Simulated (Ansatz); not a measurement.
C$_{4}$H$_{2}$F$_{4}$, SMILES `FCC#CC(F)(F)F`. Total charge 0; spin multiplicity 1.

```xyz
10

F    -2.400    0.525    1.486
C    -1.482    1.242    0.755
C    -0.443    0.375    0.225
C     0.421   -0.325   -0.219
C     1.474   -1.179   -0.761
F     0.980   -2.088   -1.605
F     2.115   -1.837    0.208
F     2.378   -0.455   -1.427
H    -2.006    1.741   -0.067
H    -1.038    2.002    1.404
```

What are the harmonic wavenumbers in cm⁻¹ at PBE0-D4/def2-TZVP (Ansatz, finite differences of forces, unscaled)? (Estimate.)

Computed: 7i, 85, 107, 208, 307, 399, 464, 466, 598, 621, 643, 784, 1023, 1028, 1104, 1191, 1193, 1264, 1306, 1401, 1479, 2401, 3059, 3103.
